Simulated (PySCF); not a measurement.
H$_{3}$O$_{3}$Sn, doublet (typed; the unrestricted solution is spin-contaminated), at a GFN2-xTB geometry (such geometries of metal compounds can be far from the true shape) (the spin is typed, not shown lowest) (all electrons, no relativity), with bond 5-4 at 2.2 times its length; PySCF with HF/STO-3G.

Input for PySCF:
```python
from pyscf import gto, scf

mol = gto.Mole()
mol.atom = '''
    Sn    0.115089    0.223059    0.154724
    O     1.395481   -0.464952   -1.358047
    H     1.939573   -1.218327   -1.128625
    O    -0.323575   -1.450452    1.341389
    H    -2.311439   -1.587179    2.022800
    O    -1.680431    0.735994   -0.801438
    H    -1.598665    1.013261   -1.713952
'''
mol.basis = 'sto-3g'
mol.charge = 0
mol.spin = 1
mol.verbose = 4
mol.build()

mf = scf.UHF(mol)
mf.kernel()
mo_i, mo_e, stable_i, stable_e = mf.stability(internal=True, external=True, return_status=True, nroots=6, tol=1e-6)
print('internally stable:', stable_i, ' externally stable:', stable_e)
if not stable_i:
    umf = mf.copy()
    umf.scf_summary = {}
    umf.kernel(umf.make_rdm1(mo_i, mf.mo_occ))
mf.analyze()
```

Task: Predict the main parts of the log of this PySCF run.

Result: 
```
PySCF version 2.14.0

[INPUT] verbose = 4
[INPUT] num. atoms = 7
[INPUT] num. electrons = 77
[INPUT] charge = 0
[INPUT] spin (= nelec alpha-beta = 2S) = 1
[INPUT] symmetry False subgroup None
[INPUT] Mole.unit = angstrom
[INPUT] Symbol           X                Y                Z      unit          X                Y                Z       unit  Magmom
[...]
nuclear repulsion = 378.124988378053
number of shells = 23
number of NR pGTOs = 135
number of NR cGTOs = 45
basis = sto-3g
ecp = {}

******** <class 'pyscf.scf.uhf.UHF'> ********
method = UHF
initial guess = minao
damping factor = 0
level_shift factor = 0
DIIS = <class 'pyscf.scf.diis.CDIIS'>
diis_start_cycle = 1
diis_space = 8
diis_damp = 0
SCF conv_tol = 1e-09
SCF conv_tol_grad = None
SCF max_cycles = 50
direct_scf = True
direct_scf_tol = 1e-13
number electrons alpha = 39  beta = 38
Set gradient conv threshold to 3.16228e-05
init E= -6168.62400281245

cycle= 1 E= -6185.75000357243  delta_E= -17.1  |g|= 0.523  |ddm|= 2.34
cycle= 2 E= -6185.55145586149  delta_E= 0.199  |g|= 0.798  |ddm|= 2.06
cycle= 3 E= -6186.18668246486  delta_E= -0.635  |g|= 0.0862  |ddm|= 1.22
cycle= 4 E= -6186.19860168481  delta_E= -0.0119  |g|= 0.0643  |ddm|= 0.216
cycle= 5 E= -6186.21023532465  delta_E= -0.0116  |g|= 0.0674  |ddm|= 0.155
cycle= 6 E= -6186.20252112324  delta_E= 0.00771  |g|= 0.0403  |ddm|= 0.11
cycle= 7 E= -6186.20163021216  delta_E= 0.000891  |g|= 0.0137  |ddm|= 0.137
cycle= 8 E= -6186.20266515049  delta_E= -0.00103  |g|= 0.0123  |ddm|= 0.0691
cycle= 9 E= -6186.20326544057  delta_E= -0.0006  |g|= 0.012  |ddm|= 0.0415
cycle= 10 E= -6186.20329927894  delta_E= -3.38e-05  |g|= 0.0118  |ddm|= 0.00341
cycle= 11 E= -6186.20277818556  delta_E= 0.000521  |g|= 0.0117  |ddm|= 0.0373
cycle= 12 E= -6186.20065937345  delta_E= 0.00212  |g|= 0.0127  |ddm|= 0.214
cycle= 13 E= -6186.20049046323  delta_E= 0.000169  |g|= 0.00876  |ddm|= 0.068
cycle= 14 E= -6186.20054117833  delta_E= -5.07e-05  |g|= 0.0119  |ddm|= 0.0429
cycle= 15 E= -6186.20068022045  delta_E= -0.000139  |g|= 0.00419  |ddm|= 0.022
cycle= 16 E= -6186.20075299466  delta_E= -7.28e-05  |g|= 0.00327  |ddm|= 0.0305
cycle= 17 E= -6186.20082591971  delta_E= -7.29e-05  |g|= 0.00317  |ddm|= 0.0188
cycle= 18 E= -6186.20085045424  delta_E= -2.45e-05  |g|= 0.00322  |ddm|= 0.0063
cycle= 19 E= -6186.20073723614  delta_E= 0.000113  |g|= 0.00408  |ddm|= 0.0277
cycle= 20 E= -6186.20065995889  delta_E= 7.73e-05  |g|= 0.00331  |ddm|= 0.0286
[...]
SCF not converged.
<class 'pyscf.scf.uhf.UHF'> wavefunction has an internal instability
<class 'pyscf.scf.uhf.UHF'> wavefunction is stable in the real -> complex stability analysis
<class 'pyscf.scf.uhf.UHF'> wavefunction has an UHF/UKS -> GHF/GKS instability
internally stable: False  externally stable: False
converged SCF energy = -6186.38779737949  <S^2> = 1.7955004  2S+1 = 2.8604198
Total Energy =                       -6186.200155356938922
[...]
spin_pop of  0 Sn 4s        0.00035
spin_pop of  0 Sn 5s        0.22988
spin_pop of  0 Sn 2px       0.00000
spin_pop of  0 Sn 2py       0.00000
spin_pop of  0 Sn 2pz       0.00000
spin_pop of  0 Sn 3px      -0.00000
spin_pop of  0 Sn 3py       0.00000
spin_pop of  0 Sn 3pz       0.00000
spin_pop of  0 Sn 4px      -0.00002
spin_pop of  0 Sn 4py       0.00017
spin_pop of  0 Sn 4pz       0.00006
spin_pop of  0 Sn 5px       0.01558
spin_pop of  0 Sn 5py       0.25245
spin_pop of  0 Sn 5pz       0.11288
spin_pop of  0 Sn 3dxy      0.00000
spin_pop of  0 Sn 3dyz      0.00000
spin_pop of  0 Sn 3dz^2    -0.00000
spin_pop of  0 Sn 3dxz      0.00000
spin_pop of  0 Sn 3dx2-y2    0.00000
spin_pop of  0 Sn 4dxy      0.00004
spin_pop of  0 Sn 4dyz      0.00006
spin_pop of  0 Sn 4dz^2    -0.00005
spin_pop of  0 Sn 4dxz     -0.00013
spin_pop of  0 Sn 4dx2-y2   -0.00012
spin_pop of  1 O 1s       -0.00000
spin_pop of  1 O 2s        0.00073
spin_pop of  1 O 2px      -0.00342
spin_pop of  1 O 2py       0.02192
spin_pop of  1 O 2pz       0.17334
spin_pop of  2 H 1s       -0.01033
spin_pop of  3 O 1s        0.00000
spin_pop of  3 O 2s        0.00752
spin_pop of  3 O 2px       0.01519
spin_pop of  3 O 2py       0.04604
spin_pop of  3 O 2pz       0.00838
spin_pop of  4 H 1s       -0.01967
spin_pop of  5 O 1s       -0.00000
spin_pop of  5 O 2s        0.00273
spin_pop of  5 O 2px       0.12764
spin_pop of  5 O 2py       0.00819
spin_pop of  5 O 2pz       0.01701
spin_pop of  6 H 1s       -0.00646
 ** Mulliken Spin Density (per atom)  **
spin density of  0 Sn =      0.61118
spin density of  1 O =      0.19257
spin density of  2 H =     -0.01033
spin density of  3 O =      0.07714
spin density of  4 H =     -0.01967
spin density of  5 O =      0.15557
spin density of  6 H =     -0.00646
 ** Mulliken pop alpha/beta on meta-lowdin orthogonal AOs **
 ** Mulliken pop       alpha | beta **
In total            39.00000 | 38.00000
 ** Mulliken atomic charges   ( Nelec_alpha | Nelec_beta ) **
charge of  0Sn =      0.79249  (    24.90935     24.29816 )
charge of  1O =     -0.34786  (     4.27022      4.07764 )
charge of  2H =      0.10200  (     0.44383      0.45416 )
charge of  3O =     -0.20495  (     4.14104      4.06391 )
charge of  4H =     -0.09523  (     0.53778      0.55745 )
charge of  5O =     -0.34938  (     4.25247      4.09691 )
charge of  6H =      0.10293  (     0.44531      0.45177 )
Dipole moment(X, Y, Z, Debye):  2.25886,  1.63517, -0.01992
```

Convergence was not reached.
